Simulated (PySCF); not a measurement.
BrGe, charge +1, multiplicity 1. Atoms are numbered in the order given.

```xyz
2

Ge     0.0000     0.0000    -1.1614
Br     0.0000     0.0000     1.0618
```
Charge +1, spin multiplicity 1.

Coordinates come from a B3LYP-D3(BJ)/def2-TZVP optimisation. The multiplicity is an assumed one; other spin states were not compared.

These are TDA-PBE0/def2-TZVPD (PySCF) values and carry that method's errors.

Vertical excitations; the highest root listed may be one member of a degenerate set.  State labels are in the subgroup C2v.

Estimate the UV-visible absorptions. (An estimate is asked for; the answer gives what the named calculation found.)


```json
[
 {"state": "S1", "symmetry": "A2", "energy (eV)": "4.37", "λ (nm)": "284", "f": "0.000", "main pairs": "HOMO−1→LUMO+1 50 %, HOMO→LUMO 50 %"},
 {"state": "S2", "symmetry": "A2", "energy (eV)": "4.53", "λ (nm)": "274", "f": "0.000", "main pairs": "HOMO→LUMO, HOMO−1→LUMO+1 (degenerate set)"},
 {"state": "S3", "symmetry": "A1", "energy (eV)": "4.53", "λ (nm)": "274", "f": "0.000", "main pairs": "HOMO→LUMO+1, HOMO−1→LUMO (degenerate set)"},
 {"state": "S4", "symmetry": "B2", "energy (eV)": "4.83", "λ (nm)": "257", "f": "0.027", "main pairs": "HOMO−2→LUMO+1 (degenerate set)"},
 {"state": "S5", "symmetry": "B1", "energy (eV)": "4.83", "λ (nm)": "257", "f": "0.027", "main pairs": "HOMO−2→LUMO (degenerate set)"},
 {"state": "S6", "symmetry": "A1", "energy (eV)": "6.03", "λ (nm)": "205", "f": "0.091", "main pairs": "HOMO−1→LUMO 39 %, HOMO→LUMO+1 39 %, HOMO−2→LUMO+2 20 %"},
 {"state": "S7", "symmetry": "B1", "energy (eV)": "7.82", "λ (nm)": "159", "f": "0.007", "main pairs": "HOMO−1→LUMO+2 (degenerate set)"},
 {"state": "S8", "symmetry": "B2", "energy (eV)": "7.82", "λ (nm)": "159", "f": "0.007", "main pairs": "HOMO→LUMO+2 (degenerate set)"},
 {"state": "S9", "symmetry": "B1", "energy (eV)": "10.11", "λ (nm)": "123", "f": "0.090", "main pairs": "HOMO−1→LUMO+3 (degenerate set)"},
 {"state": "S10", "symmetry": "B2", "energy (eV)": "10.11", "λ (nm)": "123", "f": "0.090", "main pairs": "HOMO→LUMO+3 (degenerate set)"},
 {"state": "T1", "symmetry": "B2", "energy (eV)": "3.62", "λ (nm)": "343", "f": "0", "main pairs": "HOMO−2→LUMO+1 (degenerate set)"},
 {"state": "T2", "symmetry": "B1", "energy (eV)": "3.62", "λ (nm)": "343", "f": "0", "main pairs": "HOMO−2→LUMO (degenerate set)"},
 {"state": "T3", "symmetry": "A1", "energy (eV)": "3.80", "λ (nm)": "326", "f": "0", "main pairs": "HOMO→LUMO+1 50 %, HOMO−1→LUMO 50 %"},
 {"state": "T4", "symmetry": "A2", "energy (eV)": "4.04", "λ (nm)": "307", "f": "0", "main pairs": "HOMO−1→LUMO+1 50 %, HOMO→LUMO 50 %"}
]
```
Triplets are in the Tamm–Dancoff approximation.
